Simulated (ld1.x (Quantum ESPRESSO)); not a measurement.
## Scattering properties, PAW potential for samarium (Sm)

samarium (Sm), PAW, made with ld1.x (Quantum ESPRESSO) 7.5 (BLYP, scalar-relativistic). Core [Kr] 4d10, reference 4f6 5s2 5p6 5d0.5 6s1.5 6p0. Waves: 5s (bound): rcut 1.80, rcutus 2.05 bohr; 6s (bound): rcut 1.80, rcutus 2.05 bohr; 5p (bound): rcut 2.60, rcutus 3.40 bohr; 6p (bound, empty): rcut 2.60, rcutus 3.40 bohr; 5d (bound): rcut 2.05, rcutus 2.70 bohr; 5d channel at 3.5 Ry: rcut 2.05, rcutus 2.70 bohr; 4f (bound): rcut 1.50, rcutus 1.70 bohr; 4f channel at 1.05 Ry: rcut 1.50, rcutus 1.70 bohr. Local part: all-electron potential smoothed inside 3.25 bohr (lloc = -1). Core correction: Bessel-smoothed model core inside 1.70 bohr. Augmentation charge: BESSEL, radius 1.25 bohr.

The phase is arctan(r·u′/u) with u = r·R(r), unwrapped; energies in Ry, scanned from -5 to 5 Ry. A pole is an energy at which the radial function vanishes at the test radius. The pseudo phase is shifted by a multiple of π to meet the all-electron one at the reference energy, and phase errors are pseudo minus all-electron; the curves can meet again beyond the range given. Levels narrower than the energy grid can be missing from the lists of poles.

| channel | radius (bohr) | reference energy (Ry) | poles, all-electron | poles, pseudo | unbroken range about the reference energy with phases within 0.05 rad | phase error 1 Ry above the reference energy (rad) |
| --- | --- | --- | --- | --- | --- | --- |
| s | 3.68 | -0.24 | -3.10, 1.01 | -3.10, 1.01 | below 2.8 | -0.000 |
| p | 3.68 | -0.07 | -1.61, 1.87 | -1.61, 1.42 | below 0.3 | -0.063 |
| d | 3.68 | -0.09 | 0.30, 3.50 | 0.30, 3.50 | the whole range | +0.003 |
| f | 3.68 | -0.12 | -0.10, 2.26 | -0.10, 2.27 | below 3.4 | -0.000 |

Phases in the p channel:

```csv
E (Ry),all-electron,pseudo
-5.00,1.444,1.443
-4.48,1.436,1.435
-3.96,1.426,1.425
-3.44,1.413,1.412
-2.92,1.397,1.395
-2.40,1.370,1.367
-1.88,1.289,1.286
-1.36,-1.765,-1.767
-0.84,-1.863,-1.866
-0.32,-2.033,-2.034
0.20,-2.789,-2.804
0.72,-4.282,-4.345
1.24,-4.586,-4.657
1.76,-4.696,-4.811
2.28,-4.767,-5.052
2.80,-4.838,-6.505
3.32,-4.954,-7.522
3.84,-5.339,-7.689
4.36,-7.151,-7.756
4.88,-7.620,-7.795
```
